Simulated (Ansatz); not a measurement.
Geometry optimisation, UKS revPBE-D4/cc-pVDZ in Ansatz.

Input:

```yaml
crystal:
  periodic: [false, false, false]
  atoms:
    - { symbol: B, position_ang: [-0.77834, 2.30861, 0.56448] }
    - { symbol: C, position_ang: [0.11273, 1.14271, 0.22598] }
    - { symbol: Si, position_ang: [-0.39811, -0.53406, -0.06998] }
    - { symbol: C, position_ang: [0.78517, -1.95991, -0.4924] }
    - { symbol: H, position_ang: [-0.32217, 3.37725, 0.73989] }
    - { symbol: H, position_ang: [-1.94263, 2.16467, 0.65887] }
    - { symbol: H, position_ang: [1.18628, 1.31145, 0.14693] }
    - { symbol: H, position_ang: [-0.95589, 0.94011, 0.29736] }
    - { symbol: H, position_ang: [0.2645, -2.90212, -0.65205] }
    - { symbol: H, position_ang: [1.50664, -2.11304, 0.30618] }
    - { symbol: H, position_ang: [1.35057, -1.73848, -1.3941] }
magnetization:
  spin_polarized: true
basis:
  gaussian: { orbitals: cc-pVDZ }
hamiltonian:
  xc: revpbe
  dispersion: d4
relax:
  f_tol: 0.02
  max_steps: 50
```

Launched with:

```bash
$ ansatz run input.yaml --threads 2 --pin off --max-ram 3072MiB --backend cpu --events-out ev --progress --plain --runs-dir out
```

Q: Where does it end, and by what steps?

A: It converged. The force dipped under the threshold on the way, but the program's further checks kept it going. After 28 steps the energy has fallen by 3.326 eV; H8 moved furthest, 1.41 Å. Parted: Si3–H8 (1.62 → 2.33 Å).

```tsv
step	energy less start (eV)	largest force component (eV/Å)	accepted
0	0.0000	4.278	yes
1	-0.7203	2.118	yes
2	-0.9839	0.591	yes
3	-1.0737	0.844	yes
4	-1.1334	0.470	yes
5	-1.1537	0.348	yes
6	-1.1565	0.536	yes
7	-1.3057	1.132	yes
8	-1.6391	1.574	yes
9	-2.1325	1.470	yes
10	-2.5827	1.030	yes
11	-2.9250	0.855	yes
12	-3.1400	0.344	yes
13	-3.2478	0.601	yes
14	-3.2736	0.437	yes
15	-3.2699	0.813	no
16	-3.3058	0.159	yes
17	-3.3156	0.139	yes
18	-3.3213	0.071	yes
19	-3.3233	0.067	yes
20	-3.3240	0.067	yes
21	-3.3246	0.073	yes
22	-3.3253	0.042	yes
23	-3.3256	0.077	yes
24	-3.3260	0.038	yes
25	-3.3262	0.024	yes
26	-3.3263	0.012	yes
27	-3.3263	0.048	yes
28	-3.3265	0.019	yes
```

```xyz
11
Properties=species:S:1:pos:R:3
B -0.544 1.985 0.843
C -0.311 1.039 -0.348
Si -0.854 -0.769 0.246
C 0.801 -1.654 -0.220
H 0.399 2.429 1.476
H -1.674 2.237 1.224
H 0.683 1.034 -0.834
H -1.146 1.122 -1.093
H 0.783 -2.745 -0.019
H 1.638 -1.192 0.353
H 1.034 -1.490 -1.297
```

Whether the end is a true minimum wasn't checked by a vibrational analysis.

The run took 50 s on 2 threads of AMD EPYC 9R14 (Zen 4) (shared host), peak memory 0.18 GiB.
